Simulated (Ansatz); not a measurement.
`PO[AsH2]`, 7 atoms. The species carries charge 0 and has multiplicity 1. Correlated methods include outer-core shells of As, which these sets cover unevenly. Scalar relativity is left out up to krypton. All runs use 2 threads of an Arm Neoverse V2 on a shared host. Correlated methods freeze the cores.

(1) How many basis functions does each run have, and how long does it take in Ansatz? RKS PBE-D4/def2-TZVPP energy and forces; RKS PBE0-D4/def2-SVP energy; RHF-CCSD(T)/def2-SVP energy; RKS ωB97M-V/def2-QZVPP energy; RKS BLYP-D4/def2-TZVPP energy; direct RPA on PBE orbitals/def2-TZVPP energy; RHF-CCSD(T)/def2-TZVPP energy; RHF-MP2/def2-QZVPP energy; RKS HSE06 (plane-wave form)-D4/def2-TZVPP energy; RKS PBE0-D4/def2-TZVP frequencies; RKS PBE0-D4/def2-TZVP relaxation (15 steps); RKS PBE0-D4/def2-QZVPP energy. (Best estimate.)

Answers

(1) Computed: Other jobs shared the machine, so times are rough.

```tsv
level	job	functions	wall time	peak host memory (GiB)
RKS PBE0-D4/def2-SVP	energy	84	1.1 s	0.36
RKS BLYP-D4/def2-TZVPP	energy	177	1.7 s	0.19
RKS PBE-D4/def2-TZVPP	energy and forces	177	2.1 s	0.19
RHF-CCSD(T)/def2-SVP	energy	84	2.7 s	0.36
RKS HSE06 (plane-wave form)-D4/def2-TZVPP	energy	177	2.9 s	0.42
direct RPA on PBE orbitals/def2-TZVPP	energy	177	3.6 s	0.36
RKS PBE0-D4/def2-QZVPP	energy	336	6.5 s	0.95
RHF-MP2/def2-QZVPP	energy	336	14 s	1.2
RKS ωB97M-V/def2-QZVPP	energy	336	17 s	1.1
RKS PBE0-D4/def2-TZVP	relaxation (15 steps)	140	41 s	0.32
RHF-CCSD(T)/def2-TZVPP	energy	177	51 s	1.6
RKS PBE0-D4/def2-TZVP	frequencies	140	77 s	0.36
```
